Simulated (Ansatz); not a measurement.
Ansatz results at the PBE0-D4/def2-TZVP geometry: size of the dipole moment (PBE/def2-TZVPP) 1.09 D; size of the dipole moment (ωB97M-V/def2-TZVPP) 1.22 D; size of the dipole moment (B3LYP/def2-TZVPP) 1.22 D.

Which molecule gave them?
A. `O[SiH]S[SiH2]O`•
B. `[NH][GeH3]`•
C. `[OH][InH]`•
D. `F[SiH2]`•

D. The others give `[NH][GeH3]`•: 1.51, 1.57, 1.55; `[OH][InH]`•: 1.79, 2.09, 2.04; `O[SiH]S[SiH2]O`•: 2.67, 2.88, 2.80.

B3LYP here is the variant with VWN-RPA as its local correlation; programs differ in this.
